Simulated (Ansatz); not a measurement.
One change: `C[SiH2][AsH2]` becomes `O[SiH2][AsH2]`.

Ansatz, PBE0-D4/def2-TZVP geometries, multiplicity 1. Each molecule was computed in one conformer, which needn't be the lowest.

Scalar relativity is left out up to krypton.

```json
{"property": "size of the dipole moment (B3LYP/def2-TZVPP) / D", "`C[SiH2][AsH2]`": "0.92"}
{"property": "ideal-gas entropy at 298 K and 1 bar (rigid rotor, harmonic PBE0-D4/def2-TZVP) / J/(mol·K)", "`C[SiH2][AsH2]`": "332"}
{"property": "LUMO energy (PBE0/def2-TZVPP) / eV", "`C[SiH2][AsH2]`": "0.27"}
{"property": "HOMO energy (ωB97M-V/def2-TZVPP) / eV", "`C[SiH2][AsH2]`": "-9.36"}
{"property": "HOMO energy (B3LYP/def2-TZVPP) / eV", "`C[SiH2][AsH2]`": "-7.09"}
{"property": "LUMO energy (B3LYP/def2-TZVPP) / eV", "`C[SiH2][AsH2]`": "0.03"}
```

What does the change do to each property? (Estimate.)

Computed: 
| property | `O[SiH2][AsH2]` | shift |
| --- | --- | --- |
| size of the dipole moment (B3LYP/def2-TZVPP) / D | 1.53 | 0.61 |
| ideal-gas entropy at 298 K and 1 bar (rigid rotor, harmonic PBE0-D4/def2-TZVP) / J/(mol·K) | 326 | -6 |
| LUMO energy (PBE0/def2-TZVPP) / eV | -0.10 | -0.37 |
| HOMO energy (ωB97M-V/def2-TZVPP) / eV | -9.50 | -0.14 |
| HOMO energy (B3LYP/def2-TZVPP) / eV | -7.23 | -0.14 |
| LUMO energy (B3LYP/def2-TZVPP) / eV | -0.34 | -0.37 |

With PBE0 the HOMO falls by 0.15 eV and the LUMO falls by 0.37 eV, so the gap narrows by about 0.22 eV. PBE moves the HOMO by -0.13 eV and ωB97M-V by -0.14 eV. The zero-point energy changes by -59.6 kJ/mol with -6 modes. Dipoles are sizes alone; their direction can turn.

B3LYP here is the variant with VWN-RPA as its local correlation; programs differ in this.
